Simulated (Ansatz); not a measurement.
Computed with Ansatz.

A structure relaxed at PBE0-D4/def2-TZVP, charge 0, multiplicity 1:

```
atom    x (Å)    y (Å)    z (Å)
  F1   0.7286   0.4540   2.0954
 Si2  -0.0204  -0.4524   1.0306
 Cl3   0.9436  -2.2398   0.9584
 Cl4  -1.9256  -0.7322   1.6960
 Si5  -0.0678   0.5706  -1.0683
 Cl6   1.8616   0.7916  -1.7287
  H7  -0.8126  -0.2960  -2.0115
  H8  -0.7074   1.9042  -0.9720
```

Q: Give its formula and SMILES.

A: Cl3FH2Si2, `F[Si](Cl)(Cl)[SiH2]Cl`.

Q: Summarise the bond lengths by kind.

A: 1 × F–Si 1.586 Å; 3 × Cl–Si 2.032 to 2.051 Å; 1 × Si–Si 2.335 Å; 2 × H–Si 1.482 Å.
